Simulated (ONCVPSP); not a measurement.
Building the ONCV potential for Mo (LDA (Perdew-Wang 92), scalar-relativistic).

ONCVPSP 4.0.1 input, shortened (lines: element, Z, core and valence counts, functional; n l f; lmax; l rc ep ncon nbas qcut; lloc lpopt rc5 dvloc0; l nproj debl; icmod fcfact rcfact), LDA (Perdew-Wang 92), scalar-relativistic:

```
  Mo 42.00    8    1  -001012      upf
    1    0    2.00
    2    0    2.00
    2    1    6.00
    3    0    2.00
    3    1    6.00
    3    2   10.00
    4    0    2.00
    4    1    6.00
    4    2    6.00
    2
    0    1.50    0.38    4    8    5.40
    1    1.70    0.38    5   10    4.90
    2    1.50    0.00    4    9    7.50
    4    5    0.95    0.00
    0    2    3.70
    1    1    0.40
    2    3    2.20
    3    2.00    1.50
```

(1) Does this generation succeed?

Results:

(1) No. ONCVPSP 4.0.1 stopped with "ERROR pspot: first pseudo wave function has node, program will stop": the optimised pseudo-wave of the first projector has a node, so the radial equation cannot be inverted for a potential. It happened in the s channel.
